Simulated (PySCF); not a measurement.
# Electronic structure of Ba²⁺ (barium, charge +2) at the UHF level

Configuration: [Xe], closed-shell 1S. Calculation: PySCF 2.14, in def2-TZVP with the def2 core potential (46 electrons); a scalar-relativistic core potential.

* Total energy: -24.594824 hartree
* One-electron energy: -36.9964 hartree
* Hartree (Coulomb) energy: 15.3816 hartree
* Exchange energy: -2.9801 hartree
* ⟨S²⟩: 0.0000
* ⟨L²⟩: 0.000
* Sum of ⟨r⟩: 15.17 bohr
* Sum of ⟨r²⟩: 31.64 bohr²
* Time after the integrals: 0.13 s of wall time on 1 thread of Neoverse-N1 (shared host)

```
shell  electrons  mean orbital energy (eV)  rms radius, mean of both spins (bohr)
   5s          2                   -56.198                                   1.77
   5p          6                   -36.567                                   2.06
```

Energies and moments cover only the electrons outside the core potential. Spin-orbit coupling, which splits the p, d and f shells strongly at this Z, is absent.
